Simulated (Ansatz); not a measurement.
Relaxation of MgSe2⁻ with UKS PBE0-D4/def2-TZVPD.

```sh
$ ansatz run in.yaml --threads 4 --pin off --events-out ev --progress --plain --max-ram 3916MiB
```

```yaml
crystal:
  periodic: [false, false, false]
  atoms:
    - {symbol: Mg, position_ang: [0.000920, -0.006510, -0.001980]}
    - {symbol: Se, position_ang: [1.605360, 0.017200, 1.686590]}
    - {symbol: Se, position_ang: [-1.606280, -0.010690, -1.684620]}
basis:
  gaussian: {orbitals: def2-TZVPD}
total_charge: -1
magnetization: {spin_polarized: true, initial_magnetization: 1}
hamiltonian: {xc: pbe0, dispersion: d4}
scf: {lower_state_search: "off"}
output: {orbitals: {seedname: orbitals}}
relax: {f_tol: 0.02, max_steps: 100}
```

It took 10 s on 4 threads of Arm Neoverse V1 on a shared host.

Positions (Å) and forces (eV/Å) at steps 1, 3 of 3:

```xyz
3
step=1 energy=-136129.1848 eV
Mg    0.001   -0.007   -0.002    0.014    0.002    0.015
Se    1.605    0.017    1.687    0.390    0.002    0.409
Se   -1.606   -0.011   -1.685   -0.404   -0.004   -0.425
3
step=3 energy=-136129.2140 eV
Mg    0.001   -0.003   -0.001    0.001    0.003    0.002
Se    1.642    0.016    1.724   -0.001   -0.001   -0.001
Se   -1.642   -0.013   -1.723   -0.001   -0.001   -0.001
```

The relaxation made no stability test and no search for a lower SCF solution. The structure comes from a short search, and lower isomers may exist.
